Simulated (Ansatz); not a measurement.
Reaction (formal exchange of groups at the Al–Br bond): `[NH2][AlH][Br]` + `O[SiH3]` → `[NH2][AlH][SiH2]O` + HBr

Isolated molecules relaxed with PBE0-D4/def2-TZVP in Ansatz; ΔE leaves out vibrations. CBS: MP2 limit from def2 TZ/QZ plus the TZ coupled-cluster correction, frozen cores. Functionals use def2-TZVPP. For Br outer-core shells are correlated without core-valence functions, which leaves a few kJ/mol of doubt a bond. Scalar relativity is left out up to krypton. One conformer a species, not always the lowest.

`[NH2][AlH][Br]`:

Cartesian coordinates in Å:
```
N 0.342 0.471 0.819
Al -0.429 -0.354 -0.527
Br 0.864 -0.878 -2.302
H -0.135 0.752 1.660
H 1.315 0.726 0.858
H -1.957 -0.717 -0.509
```

`O[SiH3]`:

```xyz
6

O    -1.187    0.023    0.482
Si    0.296   -0.152   -0.214
H    -1.335    0.792    1.033
H     0.617    0.987   -1.117
H     0.234   -1.409   -0.992
H     1.375   -0.242    0.808
```

`[NH2][AlH][SiH2]O`:

Z-matrix (Å, degrees):
```
Si
Al 1 2.466
O 1 1.666 2 112.2
H 1 1.498 2 111.5 3 -124.3
H 1 1.490 2 112.0 3 117.1
N 2 1.771 1 115.9 3 -8.9
H 2 1.589 1 126.9 3 170.1
H 3 0.958 1 116.4 2 -59.9
H 6 1.008 2 125.3 1 179.4
H 6 1.008 2 124.5 1 -4.5
```

HBr:

Cartesian coordinates in Å:
```
Br -0.085 -0.634 -0.308
H 0.085 0.634 0.308
```

| level | ΔE (kJ/mol) |
| --- | --- |
| PBE | 157.4 |
| revPBE | 157.9 |

Problem. What does CCSD(T)/CBS give? (Best estimate.)

Solution. Ansatz gave: +180.0 kJ/mol. The listed levels differ from it by -22.6, -22.1 kJ/mol.

Largest T1 diagnostic among the species: 0.012.

From PBE to PBE0 (25 % exact exchange), in def2-TZVPP and without D4, ΔE moves by +11.1 kJ/mol. Leaving LDA and LC-ωPBE aside and taking each functional with its dispersion term where it has one, the values, not all of them listed here, spread over 30.7 kJ/mol, from PBE-D4 to BHLYP-D4.
